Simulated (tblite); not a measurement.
C8H15P.
Structure used (GFN2-xTB), in Å, numbered top down from 1:
```xyz
24
C8H15P angstrom
C      3.0843    2.0284   -0.0947
C      1.9893    1.7559    0.5971
P      1.3678    0.0809    0.9517
C      1.8385   -0.7161   -0.6227
C      2.5464   -1.8314   -0.6761
C     -0.4164    0.4281    0.5235
C     -1.2320   -0.8596    0.5459
C     -2.7325   -0.6237    0.3714
C     -3.0954   -0.0703   -1.0018
H      3.6666    1.2498   -0.5604
H      3.4423    3.0375   -0.2254
H      1.4328    2.5488    1.0841
H      1.5016   -0.2208   -1.5286
H      2.8194   -2.2986   -1.6104
H      2.8826   -2.3253    0.2211
H     -0.8023    1.1253    1.2732
H     -0.4637    0.9121   -0.4556
H     -1.0612   -1.3621    1.5019
H     -0.8745   -1.5292   -0.2414
H     -3.0812    0.0649    1.1448
H     -3.2521   -1.5736    0.5173
H     -2.6896    0.9282   -1.1434
H     -4.1759   -0.0130   -1.1112
H     -2.7064   -0.7164   -1.7860
```

Computed with GFN2-xTB (tblite): harmonic, unscaled wavenumbers at the GFN2-xTB geometry, gas phase. The method is semi-empirical: single wavenumbers can be off by several per cent or more. One conformer, not necessarily the lowest.

Harmonic wavenumbers (cm⁻¹): 34.6, 39.9, 52.0, 80.9, 105.7, 137.8, 179.6, 213.7, 229.2, 263.9, 281.5, 347.1, 368.3, 436.0, 542.9, 566.2, 689.4, 706.1, 745.7, 768.1, 817.6, 888.1, 904.7, 914.6, 925.8, 994.7, 1002.0, 1006.6, 1007.5, 1017.0, 1044.1, 1108.0, 1132.2, 1180.5, 1210.5, 1232.2, 1242.1, 1260.2, 1273.0, 1346.7, 1350.9, 1397.7, 1398.3, 1415.1, 1446.1, 1489.0, 1494.7, 1505.7, 1511.1, 1653.0, 1665.4, 2934.3, 2944.5, 2953.6, 2963.5, 2972.1, 2980.1, 2989.0, 3018.6, 3031.3, 3035.1, 3043.7, 3074.9, 3081.0, 3106.9, 3108.4.

A = 2056, B = 697.0, C = 607.4 MHz; mass 142.091 u (most abundant isotopes); point group C1, symmetry number 1.

Q: Zero-point energy?

A: ½Σν̃ = 44930 cm⁻¹ = 537.49 kJ/mol.

Q: What is S at 500 K and 1 bar for an ideal gas of classical rigid rotors and harmonic oscillators?

A: Translation 181.42, rotation 133.19, vibration 281.74: S = 596.3 J/(mol K).

Q: And Cp and H(500 K) − H(0)?

A: Cp = 287.91 J/(mol K), of which vibrations give 254.65 (their classical limit is 66 R = 548.8); H(500 K) − H(0) = 84.35 kJ/mol without the zero-point energy, 67.72 from vibrations.

Q: Which modes carry the vibrational entropy at 500 K?

A: 34.6 cm⁻¹: 27.50; 39.9 cm⁻¹: 26.32; 52.0 cm⁻¹: 24.12; 80.9 cm⁻¹: 20.45; 105.7 cm⁻¹: 18.24; 137.8 cm⁻¹: 16.06 J/(mol K); the other 60 give 149.05 together.

Q: How do the functions run with temperature in this model?

A: 
```json
{"T (K)": "150", "S (J/(mol K))": "368.8", "Cp (J/(mol K))": "122.3", "H − H(0) (kJ/mol)": "12.36", "G − H(0) (kJ/mol)": "-42.96", "ln q(vib)": "5.42"}
{"T (K)": "250", "S (J/(mol K))": "441.7", "Cp (J/(mol K))": "168.1", "H − H(0) (kJ/mol)": "26.82", "G − H(0) (kJ/mol)": "-83.60", "ln q(vib)": "9.15"}
{"T (K)": "298.15", "S (J/(mol K))": "473.3", "Cp (J/(mol K))": "192.4", "H − H(0) (kJ/mol)": "35.49", "G − H(0) (kJ/mol)": "-105.63", "ln q(vib)": "10.84"}
{"T (K)": "400", "S (J/(mol K))": "537.1", "Cp (J/(mol K))": "243.5", "H − H(0) (kJ/mol)": "57.72", "G − H(0) (kJ/mol)": "-157.12", "ln q(vib)": "14.30"}
{"T (K)": "600", "S (J/(mol K))": "652.2", "Cp (J/(mol K))": "325.3", "H − H(0) (kJ/mol)": "115.06", "G − H(0) (kJ/mol)": "-276.28", "ln q(vib)": "20.81"}
{"T (K)": "900", "S (J/(mol K))": "800.7", "Cp (J/(mol K))": "406.3", "H − H(0) (kJ/mol)": "225.75", "G − H(0) (kJ/mol)": "-494.91", "ln q(vib)": "29.95"}
```

q(vib) and H(0) count from the zero-point level.

Hindered rotation and anharmonicity are outside this model. Other conformers, if any are populated, would add a mixing term that is left out. The structure is chiral; the term R ln 2 for an equal mix with its mirror image is left out.

The run took 1.2 s of wall time on Arm Neoverse V2, one thread (shared host). This covers the Hessian and the dipole derivatives.
